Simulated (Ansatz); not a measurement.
Calculated with Ansatz (gas phase, PBE0-D4/def2-TZVP geometries, no zero-point term in ΔE). CCSD(T)/CBS adds triple-zeta CCSD(T) − MP2 to the extrapolated MP2 energy (def2 sets, frozen cores). This one scheme is used for every species. DFT in def2-TZVPP. B3LYP here is the variant with VWN-RPA as its local correlation; programs differ in this. One conformer a species, not always the lowest.

`O=CN[SiH2]O` + H₂ → `O=CN[SiH3]` + H₂O  (hydrogenolysis of the Si–O bond)

CCSD(T)/CBS gives +89.4 kJ/mol.

Another level gave +95.1 kJ/mol. Which?
A. B3LYP/def2-TZVPP
B. B2PLYP/def2-TZVPP
C. PBE/def2-TZVPP
D. r2SCAN/def2-TZVPP

D. r2SCAN 95.1, B2PLYP 90.1, B3LYP 85.0, PBE 81.0 kJ/mol.

Largest T1 diagnostic among the species: 0.015.

The D4 term adds +6.0 kJ/mol with B3LYP and +3.2 kJ/mol with PBE0; it sums over pairs of atoms, weighted by their polarisabilities, and B3LYP, whose exchange is more repulsive, gets the larger term. In def2-TZVPP, CCSD(T) changes the Hartree–Fock value by +5.6 kJ/mol (the triples alone add +2.6 kJ/mol) and MP2 by +11.6 kJ/mol.
